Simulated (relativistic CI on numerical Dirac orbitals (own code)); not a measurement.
**Ni⁴⁺ (3d6) in a crystal field**

Calculated by Dirac-Coulomb-Breit CI, separate exchange-only KLI orbitals for each configuration, model QED, valence Slater integrals scaled by 0.8, one configuration in a parametric crystal field (own radial code).

Field parameters in Wybourne normalisation: D3d B²₀ = −7Dσ, B⁴₀ = −14Dq − 21Dτ, B⁴₃ = −14√(10/7) Dq. The field is a parameter set, without covalency.

S is read from ⟨S²⟩ = S(S + 1).

Levels (cm⁻¹, degeneracy): 0 (1), 19482 (2), 19608 (2), 19678 (1), 20074 (1), 20114 (2), 20418 (1), 24697 (2), 24866 (1), 24887 (1), 25135 (2), 25463 (2).

Which field gives this pattern?
A. D3d, 10Dq = 19450, Dσ = -810, Dτ = -90 cm⁻¹
B. D3d, 10Dq = 8400, Dσ = 1000, Dτ = 240 cm⁻¹
C. D3d, 10Dq = 34250, Dσ = 560, Dτ = -350 cm⁻¹
D. D3d, 10Dq = 31450, Dσ = -950, Dτ = 290 cm⁻¹

D. D3d, 10Dq = 31450, Dσ = -950, Dτ = 290 cm⁻¹, ground level with S = 0.02.
